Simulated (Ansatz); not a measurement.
`[OH][Ga]([F])[Br]` + HCl → `[OH][Ga]([Cl])[Br]` + H–F  (ligand exchange at a Ga–F bond)

Calculated with Ansatz (gas phase, PBE0-D4/def2-TZVP geometries, no zero-point term in ΔE). CBS: MP2 limit from def2 TZ/QZ plus the TZ coupled-cluster correction, frozen cores. This one scheme is used for every species. Functionals use def2-TZVPP. B3LYP here is the variant with VWN-RPA as its local correlation; programs differ in this. HSE06 is defined as in plane-wave codes. For Br, Ga outer-core shells are correlated without core-valence functions, which leaves a few kJ/mol of doubt a bond. Scalar relativity is left out up to krypton. One conformer a species, not always the lowest.

```json
{"level": "LDA (SPW92)", "ΔE (kJ/mol)": "-34.8", "difference from CCSD(T)/CBS": "4.5"}
{"level": "PBE-D4", "ΔE (kJ/mol)": "-34.6", "difference from CCSD(T)/CBS": "4.7"}
{"level": "revPBE-D4", "ΔE (kJ/mol)": "-35.2", "difference from CCSD(T)/CBS": "4.1"}
{"level": "BLYP-D4", "ΔE (kJ/mol)": "-28.7", "difference from CCSD(T)/CBS": "10.6"}
{"level": "r2SCAN-D4", "ΔE (kJ/mol)": "-32.2", "difference from CCSD(T)/CBS": "7.1"}
{"level": "B97M-V", "ΔE (kJ/mol)": "-29.8", "difference from CCSD(T)/CBS": "9.5"}
{"level": "PBE0-D4", "ΔE (kJ/mol)": "-40.0", "difference from CCSD(T)/CBS": "-0.7"}
{"level": "B3LYP-D4", "ΔE (kJ/mol)": "-33.2", "difference from CCSD(T)/CBS": "6.1"}
{"level": "r2SCANh-D4", "ΔE (kJ/mol)": "-34.7", "difference from CCSD(T)/CBS": "4.6"}
{"level": "HSE06-D4", "ΔE (kJ/mol)": "-40.4", "difference from CCSD(T)/CBS": "-1.1"}
{"level": "BHLYP-D4", "ΔE (kJ/mol)": "-37.6", "difference from CCSD(T)/CBS": "1.7"}
{"level": "CAM-B3LYP-D4", "ΔE (kJ/mol)": "-28.9", "difference from CCSD(T)/CBS": "10.4"}
{"level": "ωB97X-V", "ΔE (kJ/mol)": "-30.7", "difference from CCSD(T)/CBS": "8.6"}
{"level": "ωB97M-V", "ΔE (kJ/mol)": "-34.0", "difference from CCSD(T)/CBS": "5.3"}
{"level": "B2PLYP", "ΔE (kJ/mol)": "-30.1", "difference from CCSD(T)/CBS": "9.2"}
{"level": "PBE-QIDH", "ΔE (kJ/mol)": "-39.1", "difference from CCSD(T)/CBS": "0.2"}
{"level": "PBE", "ΔE (kJ/mol)": "-31.5", "difference from CCSD(T)/CBS": "7.8"}
{"level": "BLYP", "ΔE (kJ/mol)": "-22.5", "difference from CCSD(T)/CBS": "16.8"}
{"level": "r2SCAN", "ΔE (kJ/mol)": "-31.5", "difference from CCSD(T)/CBS": "7.8"}
{"level": "PBE0", "ΔE (kJ/mol)": "-37.2", "difference from CCSD(T)/CBS": "2.1"}
{"level": "B3LYP", "ΔE (kJ/mol)": "-28.0", "difference from CCSD(T)/CBS": "11.3"}
{"level": "r2SCAN0", "ΔE (kJ/mol)": "-36.9", "difference from CCSD(T)/CBS": "2.4"}
{"level": "HSE06", "ΔE (kJ/mol)": "-37.6", "difference from CCSD(T)/CBS": "1.7"}
{"level": "BHLYP", "ΔE (kJ/mol)": "-31.9", "difference from CCSD(T)/CBS": "7.4"}
{"level": "LC-ωPBE", "ΔE (kJ/mol)": "-29.0", "difference from CCSD(T)/CBS": "10.3"}
{"level": "RPA@PBE/def2-TZVPP", "ΔE (kJ/mol)": "-28.7", "difference from CCSD(T)/CBS": "10.6"}
{"level": "HF/def2-SVP", "ΔE (kJ/mol)": "-29.6", "difference from CCSD(T)/CBS": "9.7"}
{"level": "MP2/def2-SVP", "ΔE (kJ/mol)": "-24.5", "difference from CCSD(T)/CBS": "14.8"}
{"level": "CCSD/def2-SVP", "ΔE (kJ/mol)": "-22.7", "difference from CCSD(T)/CBS": "16.6"}
{"level": "CCSD(T)/def2-SVP", "ΔE (kJ/mol)": "-22.9", "difference from CCSD(T)/CBS": "16.4"}
{"level": "HF/def2-TZVPP", "ΔE (kJ/mol)": "-33.0", "difference from CCSD(T)/CBS": "6.3"}
{"level": "MP2/def2-TZVPP", "ΔE (kJ/mol)": "-37.1", "difference from CCSD(T)/CBS": "2.2"}
{"level": "SCS-MP2/def2-TZVPP", "ΔE (kJ/mol)": "-31.7", "difference from CCSD(T)/CBS": "7.6"}
{"level": "CCSD/def2-TZVPP", "ΔE (kJ/mol)": "-32.6", "difference from CCSD(T)/CBS": "6.7"}
{"level": "CCSD(T)/def2-TZVPP", "ΔE (kJ/mol)": "-33.3", "difference from CCSD(T)/CBS": "6.0"}
{"level": "HF/def2-QZVPP", "ΔE (kJ/mol)": "-30.2", "difference from CCSD(T)/CBS": "9.1"}
{"level": "MP2/def2-QZVPP", "ΔE (kJ/mol)": "-39.6", "difference from CCSD(T)/CBS": "-0.3"}
{"level": "HF/CBS(def2)", "ΔE (kJ/mol)": "-29.8", "difference from CCSD(T)/CBS": "9.5"}
{"level": "MP2/CBS(def2)", "ΔE (kJ/mol)": "-43.2", "difference from CCSD(T)/CBS": "-3.9"}
{"level": "CCSD/CBS(def2)", "ΔE (kJ/mol)": "-38.6", "difference from CCSD(T)/CBS": "0.7"}
{"level": "CCSD(T)/CBS", "ΔE (kJ/mol)": "-39.3", "difference from CCSD(T)/CBS": "0"}
```

Largest T1 diagnostic among the species: 0.012.

The D4 term adds −5.3 kJ/mol with B3LYP and −2.8 kJ/mol with PBE0; it sums over pairs of atoms, weighted by their polarisabilities, and B3LYP, whose exchange is more repulsive, gets the larger term. Leaving LDA and LC-ωPBE aside and taking each functional with its dispersion term where it has one, the values spread over 11.7 kJ/mol, from HSE06-D4 to BLYP-D4. LDA lies −3.4 kJ/mol from PBE without D4. From PBE to PBE0 (25 % exact exchange), in def2-TZVPP and without D4, ΔE moves by −5.7 kJ/mol.
